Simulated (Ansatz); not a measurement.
Ansatz (a first-principles code) input (PBE0/STO-3G):

Ansatz 0.2 input:
```yaml
crystal:
  periodic: [false, false, false]
  atoms:
    - {symbol: C, position_ang: [2.77981148, -0.17098900, -0.12584538]}
    - {symbol: C, position_ang: [1.47525238, 0.10703501, -0.78958576]}
    - {symbol: C, position_ang: [0.57267266, 0.98195761, 0.03567608]}
    - {symbol: C, position_ang: [-0.57983380, 0.64179947, 0.60829462]}
    - {symbol: C, position_ang: [-1.28012527, -0.68220952, 0.55241454]}
    - {symbol: C, position_ang: [-2.62571640, -0.59691299, -0.17710491]}
    - {symbol: H, position_ang: [3.66607344, -0.38505881, -0.70733497]}
    - {symbol: H, position_ang: [2.83419652, -0.27144666, 0.94934368]}
    - {symbol: H, position_ang: [1.65775165, 0.58904950, -1.75724323]}
    - {symbol: H, position_ang: [0.96735056, -0.83702599, -1.03201184]}
    - {symbol: H, position_ang: [0.93594580, 1.99444876, 0.18536881]}
    - {symbol: H, position_ang: [-1.10159491, 1.40886173, 1.17569819]}
    - {symbol: H, position_ang: [-1.45530436, -1.03052130, 1.57620508]}
    - {symbol: H, position_ang: [-0.65180871, -1.43629314, 0.07642324]}
    - {symbol: H, position_ang: [-3.27831882, 0.14387486, 0.29012679]}
    - {symbol: H, position_ang: [-2.48310977, -0.30218800, -1.21828921]}
    - {symbol: H, position_ang: [-3.14354781, -1.55778430, -0.16138170]}
basis:
  gaussian:
    orbitals: STO-3G
hamiltonian:
  xc: {name: PBE0}
magnetization: {spin_polarized: true, initial_magnetization: 1}
```

End of the output:

```
integrals: 0.01 GiB planned
573 factors; integrals over basis functions are off by at most 4.0e-5 eV
0.09 GiB of the device are held for the grids
0.10 GiB of device memory are held for the factors and their scratch space
mean field: 0.18 GiB planned
mean field evaluation 1: about -6314.8416 eV, gradient 5.3e0 eV
mean field evaluation 2: about -6315.0650 eV, gradient 2.7e0 eV
mean field evaluation 4: about -6315.1111 eV, gradient 1.6e-1 eV
mean field evaluation 8: about -6315.0326 eV, gradient 1.5e-2 eV
mean field evaluation 16: about -6315.0326 eV, gradient 2.6e-5 eV
mean field -6315.03259560 eV, -232.0731674056 hartree, gradient 2.6e-5 eV, S^2 0.755051; 0 other end points of the search recorded, 0 dependent functions left out
reference -6315.03261858 eV, -232.0731682499 hartree; 24, 23 occupied and 17, 18 virtual orbitals, 573 factors
Total energy: -6315.03261858 eV, -232.0731682499 hartree
```

It need not be the lowest isomer of its formula.
